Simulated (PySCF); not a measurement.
C2H4ClInO, SMILES [OH][In]([CH]=C)[Cl]. Atoms are numbered in the order given.

```xyz
9

In     0.1191     0.0095     0.0000
Cl    -0.7639    -2.1956     0.0000
C     -1.0726     1.7785     0.0000
C     -0.5220     2.9983     0.0000
H     -2.1623     1.6660     0.0000
H     -1.1420     3.9043     0.0000
H      0.5609     3.1618     0.0000
O      2.1211     0.0402     0.0000
H      2.4923    -0.8537     0.0000
```

Coordinates come from a B3LYP-D3(BJ)/def2-SVP optimisation. The structure was generated by enumeration; whether it is a known compound was not checked. The def2 effective core potentials stand for the cores of In; spin–orbit coupling is left out. Other conformers were not sampled.

All values below come from B3LYP-D3(BJ)/def2-SVP run with PySCF.

Frequencies are harmonic and unscaled.

```tsv
mode	ν (cm⁻¹)	IR (km/mol)	Raman (Å⁴/amu)	depolarisation	moving atoms (share of kinetic energy)
1	52	0.2	4.4	0.75	C 41 %, H 27 %, Cl 15 %, In 14 %
2	61	1.1	1.8	0.75	C 34 %, Cl 21 %, In 18 %, H 13 %, O 13 %
3	116	19.6	2.8	0.75	O 55 %, Cl 23 %, In 11 %, H 8 %
4	128	9.4	1.5	0.75	O 25 %, In 24 %, H 24 %, C 22 %
5	261	5.6	11.7	0.34	C 67 %, H 19 %
6	314	109.0	0.3	0.75	H 92 %
7	352	52.2	11.7	0.20	Cl 74 %, In 23 %
8	456	21.9	11.9	0.75	H 69 %, C 30 %
9	512	9.0	19.8	0.13	C 67 %, H 21 %
10	603	73.8	10.9	0.18	O 82 %, In 14 %
11	807	85.6	2.1	0.75	H 93 %
12	994	23.9	0.4	0.75	H 72 %, C 28 %
13	995	9.2	4.3	0.62	H 88 %, C 12 %
14	1030	16.9	0.6	0.75	H 94 %
15	1241	26.3	23.4	0.18	H 74 %, C 26 %
16	1414	8.6	27.1	0.48	H 82 %, C 18 %
17	1647	3.5	3.7	0.21	C 83 %, H 17 %
18	3106	11.2	217.8	0.22	H 95 %
19	3160	5.4	146.4	0.31	H 91 %, C 9 %
20	3200	3.1	113.7	0.64	H 90 %, C 10 %
21	3821	56.1	152.1	0.28	H 94 %
```
